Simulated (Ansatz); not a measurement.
Species: C$_{4}$H$_{5}$GeO, charge -1, multiplicity 1. It need not be the lowest isomer of its formula. Whether it binds its extra electron was not tested at this geometry. 
Geometry from a B3LYP-D3(BJ)/def2-TZVP (Ansatz, a quantum-chemistry and plane-wave program) optimisation:
SMILES: [GeH3][c]1[c-]cco1
```xyz
11

Ge     1.5045     0.0861    -0.0082
C     -0.4037     0.1517    -0.0639
C     -1.2571     1.1402    -0.4513
C     -2.5502     0.4943    -0.2281
C     -2.3722    -0.7662     0.2512
O     -1.0548    -1.0559     0.3820
H      2.1436    -1.0429    -0.8799
H      2.1196     1.4134    -0.4999
H      2.1065    -0.1774     1.4100
H     -3.5242     0.9357    -0.4107
H     -3.0527    -1.5560     0.5387
```
Charge -1, spin multiplicity 1.

Parts of the frozen-core correlation energy in aug-cc-pVTZ (Ansatz, hartree). Frozen orbitals: 19; correlated occupied orbitals by spin: 16 and 16; virtual: 369 and 369. No spin-orbit coupling. No relativistic terms.

```json
[
 {"term": "reference (HF)", "value": "-2304.62850"},
 {"term": "MP2 opposite-spin", "value": "…"},
 {"term": "MP2 same-spin", "value": "…"},
 {"term": "CCSD correlation", "value": "…"},
 {"term": "(T)", "value": "-0.05638"},
 {"term": "T1 diagnostic", "value": "0.018"},
 {"term": "largest doubles amplitude", "value": "0.029"}
]
```

Fill in the missing entries.


- MP2 opposite-spin, value: -0.76888
- MP2 same-spin, value: -0.25183
- CCSD correlation, value: -1.04230
